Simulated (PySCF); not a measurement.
Molecule: In(Br)(Et)2, SMILES C[CH2][In]([Br])[CH2]C. Atoms near the plane z = 0.8 Å, at the GFN2-xTB optimised geometry (x, y, z in Å): In1 (-0.8, -0.7, 0.0), Br2 (-1.7, -3.0, 0.0), C3 (1.5, -0.7, 0.0), C4 (2.0, -2.1, 0.0), H5 (1.8, -0.1, 0.9), H8 (1.7, -2.7, 0.8), H9 (3.1, -2.1, 0.0), C10 (-2.5, 0.9, 0.0), C11 (-2.0, 2.3, 0.0), H12 (-3.1, 0.7, 0.9), H15 (-1.4, 2.5, 0.9), H16 (-2.8, 3.0, 0.0).

Level of theory: PBE0/def2-TZVP, def2 effective core potentials past Kr in PySCF 2.14.0. The core electrons that the potentials of In replace are not part of the density. The values are rescaled to run from 0 to 1.

```
|+++++++++++++++++++++++++++++|
|+++++++++++++++++++++++++++++|
|+++++++++++++++++++++++++++++|
|+++++++++++++++++++++++++++++|
|+++++++++++++++++++++++++++++|
|+++++++++++++++++++++++++++++|
|+++++++++++++++++++++++++++++|
|++++++++++-=+++++++++++++++++|
|+++++++++= -+++++++++++++++++|
|+++++++++++++++++++++++++++++|
|+++++++++++++++++++++++++++++|
|+++++++++++++++++++++++++++++|
|++++++ -+++++++++++++++++++++|
|++++++-=+++++++++++++++++++++|
|++++++++++++*+++++-:+++++++++|
|+++++++++++#@#++++--+++++++++|
|+++++++++++%@%+++++++++++++++|
|+++++++++++*#*+++++++++++++++|
|+++++++++++++++++++++++++++++|
|+++++++++++++++++++++++++++++|
|++++++++++++++++++-=+++++++++|
|+++++++++==+++++++ =+++++++++|
|+++++++++==++++++++++++++++++|
|+++++++++++++++++++++++++++++|
|+++++++++++++++++++++++++++++|
|+++++++++++++++++++++++++++++|
|+++++++++++++++++++++++++++++|
|+++++++++++++++++++++++++++++|
|+++++++++++++++++++++++++++++|
```
Scale: ten equal steps from 0.000 (start of ' ') to 1.00 (end of '@'), in the order ' .:-=+*#%@'; x runs from -5.50 to 5.50, y from -5.50 (bottom) to 5.50 (top).

Problem. Which quantity is mapped?
A) log10 of the electron density
B) Laplacian of the electron density
C) electrostatic potential
D) deformation density (molecule minus spherical neutral atoms)

Solution. B, Laplacian of the electron density. In full: Laplacian of the electron density (e/bohr⁵), clipped to [-1.50, 1.50].
